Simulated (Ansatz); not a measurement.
`CB(C)O[SiH3]` + `N=C=O` → `O=C=N[SiH3]` + `CB(C)O`  (ligand exchange at the Si–O bond)

Isolated molecules relaxed with PBE0-D4/def2-TZVP in Ansatz; ΔE leaves out vibrations. CCSD(T)/CBS adds triple-zeta CCSD(T) − MP2 to the extrapolated MP2 energy (def2 sets, frozen cores). This one scheme is used for every species. Each species was taken in one conformer, which may not be the lowest.

`CB(C)O[SiH3]`:

Z-matrix (Å, degrees):
```
C
B 1 1.576
H 1 1.095 2 113.5
H 1 1.092 2 113.1 3 -124.2
H 1 1.098 2 108.4 3 117.9
C 2 1.568 1 122.1 3 145.2
O 2 1.368 1 120.1 3 -35.4
H 6 1.091 2 113.4 1 167.4
H 6 1.094 2 111.7 1 43.5
H 6 1.098 2 108.8 1 -72.5
Si 7 1.649 2 132.7 1 1.4
H 11 1.486 7 110.7 2 -57.9
H 11 1.486 7 110.6 2 63.0
H 11 1.481 7 107.2 2 -177.5
```

`N=C=O`:

```xyz
4

N    -0.558    0.495    0.173
C     0.325   -0.155   -0.335
O     1.156   -0.697   -0.937
H    -0.922    0.357    1.099
```

`O=C=N[SiH3]`:

Cartesian coordinates in Å:
```
O 0.257 2.704 -1.340
C 0.159 1.664 -0.824
N 0.058 0.602 -0.297
Si -0.088 -0.921 0.456
H 0.878 -1.858 -0.164
H -1.471 -1.419 0.268
H 0.206 -0.772 1.901
```

`CB(C)O`:

Z-matrix (Å, degrees):
```
C
B 1 1.569
H 1 1.091 2 112.9
H 1 1.097 2 109.3 3 119.9
H 1 1.094 2 111.9 3 -123.4
C 2 1.576 1 122.0 3 167.9
O 2 1.364 1 116.9 3 -11.9
H 6 1.094 2 111.5 1 45.5
H 6 1.094 2 114.6 1 168.7
H 6 1.097 2 109.2 1 -70.9
H 7 0.961 2 112.9 1 -178.5
```

| species | CCSD(T)/CBS(def2) energy (Eh) |
| --- | --- |
| `CB(C)O[SiH3]` | -470.67451 |
| `N=C=O` | -168.51995 |
| `O=C=N[SiH3]` | -458.83268 |
| `CB(C)O` | -180.36349 |

(1) Work out ΔE.

Largest T1 diagnostic among the species: 0.018.

Results:

(1) ΔE = (-458.83268) + (-180.36349) − (-470.67451) − (-168.51995) = -0.00171 Eh = -4.5 kJ/mol.

At CCSD(T), def2-SVP lies −12.9 kJ/mol from the extrapolated value and def2-TZVPP −0.1 kJ/mol. Leaving LDA and LC-ωPBE aside and taking each functional with its dispersion term where it has one, the values, not all of them listed here, spread over 6.9 kJ/mol, from PBE-QIDH to BLYP-D4. The D4 term adds +5.4 kJ/mol with B3LYP and +3.2 kJ/mol with PBE0; it sums over pairs of atoms, weighted by their polarisabilities, and B3LYP, whose exchange is more repulsive, gets the larger term.

B3LYP here is the variant with VWN-RPA as its local correlation; programs differ in this.
